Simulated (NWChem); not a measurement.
# CH4F2Si; SMILES C[SiH](F)F

Program: NWChem. The geometry was optimised at PBE0/def2-SVP. Total energies compare along this basis series because the functional is fixed.

| level | basis functions | energy (Ha) | highest occupied level (eV) | orbital gap (eV) | dipole (D) |
|---|---|---|---|---|---|
| PBE0/pcseg-1 | 80 | -529.3971 | -9.56 | 10.66 | 2.52 |
| PBE0/aug-pcseg-1 | 132 | -529.4121 | -9.53 | 9.39 | 2.36 |
| PBE0/pcseg-2 | 180 | -529.5939 | -9.50 | 10.08 | 2.39 |
| PBE0/STO-3G | 28 | -522.6832 | -5.06 | 12.76 | 1.09 |
| PBE0/def2-SVP | 80 | -529.1820 | -9.37 | 10.91 | 2.27 |
